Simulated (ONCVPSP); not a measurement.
**lead: one change to an ONCV potential, before and after**

lead, optimised norm-conserving Vanderbilt (ONCV), made with ONCVPSP 4.0.1 (Wu-Cohen, scalar-relativistic). Core [Kr] 4d10 4f14, reference 5s2 5p6 5d10 6s2 6p0.5 (charge +1.5). Waves: 5s+6s: rc 1.55 bohr, ncon 5, nbas 10, qcut 8 1/bohr, 2 projectors; 5p+6p: rc 1.85 bohr, ncon 3, nbas 6, qcut 8.7 1/bohr, 2 projectors; 5d: rc 1.75 bohr, ncon 4, nbas 9, qcut 8.1 1/bohr, 1 projector. Local part: polynomial inside 1.30 bohr (lpopt 5, dvloc0 4 Ha). Core correction: none.

Change: s: qcut 11.1.

Cutoffs: the cutoffs (Ha) at which the residual kinetic energy of the hardest occupied pseudo-wave falls to 1 and 0.1 mHa per electron; they do not see the model core or the augmentation charge, which bear on the density cutoff. Errors are all-electron minus pseudo energies relative to the spin-unpolarised reference configuration.

Question: Predict the effect on cutoff, ghosts and configuration errors.

Answer: The potential gets harder (26 Ha and 31 Ha → 40 Ha and 46 Ha); of the 4 tests that both files solve, the error grows in 1 and shrinks in 0 by more than 15 % and 0.3 meV (median size 3.4 → 3.6 meV); neither file shows a bound ghost. The waves are optimised to have the least kinetic energy above qcut, so the cutoff follows it (qcut²/2 in Ha).

```tsv
quantity	base	changed
cutoff, loose	26 Ha	40 Ha
cutoff, tight	31 Ha	46 Ha
loose cutoff by channel	s 26 Ha, p 20 Ha, d 24 Ha	s 40 Ha, p 20 Ha, d 24 Ha
bound ghosts	none	none
GHOST(+) flags under 300 eV	none	none
error for 5s2 5p6 5d10 6s2 6p2, meV [ΔE -12.41 eV]	+5.6	+5.4
error for 5s2 5p6 5d10 6s2 6p1, meV [ΔE -5.81 eV]	+2.7	+2.7
error for 5s2 5p6 5d10 6s2 6p0, meV [ΔE 7.63 eV]	-3.8	-3.8
error for 5s2 5p6 5d9 6s2 6p3, meV [ΔE 6.85 eV]	+3.0	+3.5
s: phases at 1.57 bohr within 0.05 rad from the reference energy up to (Ha; the scan ends near 5)	to the end of the scan	to the end of the scan
p: phases at 1.88 bohr within 0.05 rad from the reference energy up to (Ha; the scan ends near 5)	to the end of the scan	to the end of the scan
d: phases at 1.77 bohr within 0.05 rad from the reference energy up to (Ha; the scan ends near 5)	2.2	2.2
```
